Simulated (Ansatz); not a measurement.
Computed with Ansatz on PBE0-D4/def2-TZVP structures; ΔE is electronic, products minus reactants. CCSD(T)/CBS is the MP2 limit (def2-TZVPP, def2-QZVPP) plus CCSD(T) − MP2 in def2-TZVPP, frozen cores. This one scheme is used for every species. Functionals use def2-TZVPP. HSE06 is defined as in plane-wave codes. For Se outer-core shells are correlated without core-valence functions, which leaves a few kJ/mol of doubt a bond. Scalar relativity is left out up to krypton. One conformer a species, not always the lowest.

Reaction (formal hydrolysis of the Al–Si bond): `[CH3][AlH][SiH2][SeH]` + H₂O → `[CH3][AlH][OH]` + `[SiH3][SeH]`

CCSD(T)/CBS gives -1.39 eV.

Question: Another level gave -1.22 eV. Which?
A. HSE06/def2-TZVPP
B. revPBE-D4/def2-TZVPP
C. SCS-MP2/def2-TZVPP
D. r2SCAN/def2-TZVPP

Answer: B. revPBE-D4 -1.22, SCS-MP2/def2-TZVPP -1.53, HSE06 -1.28, r2SCAN -1.44 eV.

Largest T1 diagnostic among the species: 0.011.

At CCSD(T), def2-SVP lies −0.09 eV from the extrapolated value and def2-TZVPP −0.03 eV. From BLYP to BHLYP (50 % exact exchange), in def2-TZVPP and without D4, ΔE moves by −0.06 eV. The D4 term adds +0.06 eV with B3LYP and +0.04 eV with PBE0; it sums over pairs of atoms, weighted by their polarisabilities, and B3LYP, whose exchange is more repulsive, gets the larger term.

B3LYP here is the variant with VWN-RPA as its local correlation; programs differ in this.
